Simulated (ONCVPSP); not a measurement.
## Which change was made? (Lu, ONCV)

| Quantity | Value |
| --- | --- |
| Element | Lu |
| Generator | ONCVPSP 4.0.1 |
| Type | optimised norm-conserving Vanderbilt (ONCV) |
| Functional | PBE |
| Relativity | scalar-relativistic |
| Frozen core | [Kr] 4d10 |
| Valence charge | 25 |
| Reference configuration | 4f14 5s2 5p6 5d1 6s1.5 (charge +0.5) |
| Partial waves | 5s+6s: rc 1.80 bohr, ncon 3, nbas 6, qcut 6 1/bohr, 2 projectors; 5p: rc 2.25 bohr, ncon 4, nbas 9, qcut 6.5 1/bohr, 1 projector; 5d: rc 2.25 bohr, ncon 5, nbas 8, qcut 5 1/bohr, 2 projectors, debl 1 Ha; 4f: rc 0.75 bohr, ncon 4, nbas 9, qcut 21.5 1/bohr, 1 projector |
| Local potential | polynomial inside 0.70 bohr (lpopt 4, dvloc0 0 Ha) |
| Core correction | Teter function fitted to the true core (icmod 2), fcfact 0.5 |

Cutoffs, loose and tight: the cutoffs (Ha) at which the residual kinetic energy of the hardest occupied pseudo-wave falls to 1 and 0.1 mHa per electron. They do not see the model core or the augmentation charge, which bear on the density cutoff. Test errors are all-electron minus pseudo excitation energies from the reference, over the configurations 4f14 5s2 5p6 5d1 6s2; 4f14 5s2 5p6 5d1 6s1; 4f14 5s2 5p6 5d1 6s0; 4f13 5s2 5p6 5d1 6s2; variants that change the core or the reference have their own tests.

The base gives: outcome: generated; cutoff, loose: 206 Ha; cutoff, tight: 226 Ha; bound ghosts: s, p; GHOST(+) flags above zero: none; largest test error (meV): -250.

(1) After one change the result is: outcome: generated; cutoff, loose: 206 Ha; cutoff, tight: 226 Ha; bound ghosts: s, p; GHOST(+) flags above zero: none; largest test error (meV): +381. Which change was it?
A. local potential polynomial inside 0.70 bohr (lpopt 4, dvloc0 9.5 Ha)
B. local potential polynomial inside 0.70 bohr (lpopt 4, dvloc0 4.5 Ha)
C. local potential polynomial inside 0.70 bohr (lpopt 4, dvloc0 2 Ha)

Results:

(1) A. The others give: local potential polynomial inside 0.70 bohr (lpopt 4, dvloc0 4.5 Ha) → outcome: generated; cutoff, loose: 206 Ha; cutoff, tight: 226 Ha; bound ghosts: s; GHOST(+) flags above zero: none; largest test error (meV): 4 of 4 tests not solved or not reliable | local potential polynomial inside 0.70 bohr (lpopt 4, dvloc0 2 Ha) → outcome: generated; cutoff, loose: 206 Ha; cutoff, tight: 226 Ha; bound ghosts: s, p; GHOST(+) flags above zero: none; largest test error (meV): -531.
